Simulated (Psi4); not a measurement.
Pair of molecules, SMILES C=C with SMILES C#N (the first has 6 atoms); geometry from B3LYP-D3(BJ)/def2-TZVP.
(charge 0, multiplicity 1):
| atom | x (Å) | y (Å) | z (Å) |
|---|---|---|---|
| C | 0.6559 | 0.0111 | -0.0014 |
| C | -0.6670 | 0.0437 | 0.0893 |
| H | 1.2053 | -0.9226 | 0.0198 |
| H | 1.2418 | 0.9158 | -0.1115 |
| H | -1.2172 | 0.9766 | 0.0571 |
| H | -1.2537 | -0.8618 | 0.1883 |
| C | 0.2488 | 0.2742 | 3.6655 |
| N | 0.3284 | 0.3500 | 4.8069 |
| H | 0.1740 | 0.2028 | 2.5987 |

Computed with SAPT0/jun-cc-pV(D+d)Z run with Psi4.

**Question.** Give the four SAPT terms and the total, and say what mostly holds the pair together.

**Answer.** electrostatics -15.4, exchange 16.3, induction -5.4, dispersion -5.4, total -9.9 kJ/mol; the largest attraction is electrostatics.
